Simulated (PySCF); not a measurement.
## Basis and Hamiltonian dependence of the ionisation energy of Re+

Re+ [Xe] 4f14 5d5 6s1 (7S) → Re(2+) [Xe] 4f14 5d5 (6S). All values are computed (PySCF 2.14, energy differences of UHF-based or UKS calculations, no spin-orbit coupling). Values in eV.

```json
{"basis": "cc-pVDZ-PP with ECP60MDF", "Hamiltonian": "ECP", "functions": "38", "UHF": "15.705", "LDA": "n/a", "PBE0": "n/a", "MP2 (valence)": "16.218", "CCSD(T) (valence)": "n/a"}
{"basis": "aug-cc-pVDZ-PP with ECP60MDF", "Hamiltonian": "ECP", "functions": "54", "UHF": "15.716", "LDA": "17.352", "PBE0": "16.815", "MP2 (valence)": "16.279", "CCSD(T) (valence)": "16.345"}
{"basis": "def2-TZVPPD with the def2 core potential (60 electrons)", "Hamiltonian": "ECP", "functions": "59", "UHF": "15.669", "LDA": "17.313", "PBE0": "16.776", "MP2 (valence)": "16.265", "CCSD(T) (valence)": "16.319"}
{"basis": "aug-cc-pwCVDZ-PP with ECP60MDF", "Hamiltonian": "ECP", "functions": "70", "UHF": "15.738", "LDA": "17.374", "PBE0": "16.828", "MP2 (valence)": "16.322", "CCSD(T) (valence)": "16.375"}
{"basis": "aug-cc-pVTZ-PP with ECP60MDF", "Hamiltonian": "ECP", "functions": "88", "UHF": "15.728", "LDA": "17.373", "PBE0": "16.830", "MP2 (valence)": "16.356", "CCSD(T) (valence)": "16.415"}
{"basis": "def2-QZVPPD with the def2 core potential (60 electrons)", "Hamiltonian": "ECP", "functions": "91", "UHF": "15.673", "LDA": "17.321", "PBE0": "16.784", "MP2 (valence)": "16.288", "CCSD(T) (valence)": "16.346"}
{"basis": "x2c-TZVPPall", "Hamiltonian": "spin-free X2C", "functions": "97", "UHF": "15.761", "LDA": "17.450", "PBE0": "16.873", "MP2 (valence)": "16.339", "CCSD(T) (valence)": "16.399"}
{"basis": "ANO-RCC-VTZP", "Hamiltonian": "spin-free X2C", "functions": "104", "UHF": "15.756", "LDA": "17.530", "PBE0": "16.942", "MP2 (valence)": "16.322", "CCSD(T) (valence)": "16.369"}
{"basis": "x2c-TZVPPall with one added diffuse shell each of s, p, d, f type", "Hamiltonian": "spin-free X2C", "functions": "113", "UHF": "15.758", "LDA": "17.450", "PBE0": "16.874", "MP2 (valence)": "16.340", "CCSD(T) (valence)": "16.403"}
{"basis": "aug-cc-pVTZ-PP with one added diffuse shell each of s, p, d, f, g type with ECP60MDF", "Hamiltonian": "ECP", "functions": "113", "UHF": "15.728", "LDA": "17.374", "PBE0": "16.831", "MP2 (valence)": "16.357", "CCSD(T) (valence)": "n/a"}
{"basis": "aug-cc-pwCVTZ-PP with ECP60MDF", "Hamiltonian": "ECP", "functions": "122", "UHF": "15.727", "LDA": "17.373", "PBE0": "16.829", "MP2 (valence)": "16.360", "CCSD(T) (valence)": "16.417"}
{"basis": "aug-cc-pVQZ-PP with ECP60MDF", "Hamiltonian": "ECP", "functions": "135", "UHF": "15.727", "LDA": "17.373", "PBE0": "16.829", "MP2 (valence)": "16.372", "CCSD(T) (valence)": "n/a"}
```

Extrapolation of MP2 (valence) from aug-cc-pVTZ-PP with ECP60MDF and aug-cc-pVQZ-PP with ECP60MDF: the correlation parts are 0.628 and 0.645 eV; with the X⁻³ form and unrounded values, (4³ × 0.645 − 3³ × 0.628)/(4³ − 3³) = 0.658 eV, and adding the Hartree-Fock value 15.727 eV of the larger basis gives 16.384 eV.

Frozen in the all-electron rows: valence: [Xe] 4f14; with a core potential, the same shells as far as they lie outside it.

Reference for a calculation without spin-orbit coupling: 16.6 ± 0.5 (s) eV (semi-empirical (NIST evaluation); NIST).
